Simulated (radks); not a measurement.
Values are calculated unless marked as measured or tabulated.
Species: Ir42+. Configuration: [Ar] 3d10 4s2 4p5 (the NIST ground configuration). Code: a radial shooting solver on a logarithmic mesh with Libxc functionals. Model: non-relativistic Kohn-Sham, TPSS, spin-polarised, spherical densities, point nucleus; open shells are filled with parallel spins first (spin-orbit coupling, left out, can overturn this in heavy ions); meta-GGA in the generalised Kohn-Sham scheme; relativity is left out, which matters for an element this heavy. Some entries of the table are withheld. Estimate them.

orbital,occ.,eigenvalue (eV),<r> (bohr),<r^2> (bohr^2)
1s up,1,-71297.75,0.01966,0.0005166
1s down,1,-71296.78,0.01966,0.0005166
2s up,1,-13477.10,0.08282,0.008036
2s down,1,-13476.73,0.08282,0.008036
2p up,3,-13021.44,0.07003,0.005936
2p down,3,-13020.66,0.07003,0.005936
3s up,1,-4563.054,0.2062,0.04837
3s down,1,-4562.488,0.2062,0.04835
3p up,3,-4355.017,0.1964,0.04447
3p down,3,-4354.193,0.1964,0.04446
3d up,5,-3975.227,0.1714,0.03413
3d down,5,-3974.331,0.1714,0.03413
4s up,1,-2184.364,0.4068,0.1855
4s down,1,-2179.681,0.4069,0.1857
4p up,3,-2092.454,(1),0.1833
4p down,2,-2087.890,(2),0.1834
4d up,0,-1931.383,0.3902,0.1737
4d down,0,-1927.295,0.3902,0.1737
5s up,0,-1275.793,(3),0.5205
5s down,0,-1274.299,(4),0.5211

Answer. 
(1) 4p up <r> (bohr): 0.4030
(2) 4p down <r> (bohr): 0.4032
(3) 5s up <r> (bohr): 0.6831
(4) 5s down <r> (bohr): 0.6835
